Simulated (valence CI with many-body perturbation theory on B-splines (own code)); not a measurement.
Results of a calculation; reference values are marked as such.
## Te XXXIX in three bases

Method: relativistic CI+MBPT: four valence electrons over a frozen Dirac-Fock core [Ne], radial functions for each j: 9 s, 9 p, 8 d, 6 f, 3 g, 1 h, with the one-electron correlation potential Σ1 (screened to all orders), the two-electron term Σ2, the three-electron term Σ3, Breit, model QED; selected single and double excitations, second order for the rest, scaled by the run's own slope (own B-spline code, finite nucleus).

No measured spectrum was set against this ion. As an estimate, large intervals hold to a few tenths of a per cent, small ones and those within an open d or f shell to about a per cent.

The reference run has the lowest level (3s^2 3p1/2^2) J=0 and an ionisation energy of 2701.95 eV. Its largest variational space holds 20206 state functions.

Levels are named by their leading jj configuration (3d3/2^4 stands for four electrons in 3d with j = 3/2), which in mixed levels can hold well under half, so a name can repeat and another be missing. Letters in brackets count levels of one name in rising energy.

Changed runs:
A. basis 6 s, 6 p, 5 d, 3 f, 1 g
B. basis 5 s, 5 p, 4 d, 2 f

Excitation energies of the reference run in cm⁻¹, and shifts in cm⁻¹:

```
                     Level  Reference      A      B
    (3s^2 3p1/2 3p3/2) J=1     492496    -85   -243
    (3s^2 3p1/2 3p3/2) J=2     541516    +18   +112
        (3s^2 3p3/2^2) J=2    1069440    -34    -45
        (3s^2 3p3/2^2) J=0    1177150    +84   +295
    (3s 3p1/2^2 3p3/2) J=2    1266150   -133   -383
    (3s 3p1/2^2 3p3/2) J=1    1419240    +13    +66
    (3s^2 3p1/2 3d3/2) J=2    1619000   +174   +387
(3s 3p1/2 3p3/2^2) J=2 [a]    1690730   -161   -534
    (3s 3p1/2 3p3/2^2) J=3    1764240    +28    +38
    (3s^2 3p1/2 3d3/2) J=1    1820650   +346  +1118
    (3s^2 3p1/2 3d5/2) J=2    1891400   +197   +621
    (3s^2 3p1/2 3d5/2) J=3    1898400   +222   +713
    Ionisation energy (eV)    2701.95  -0.03  -0.09
```
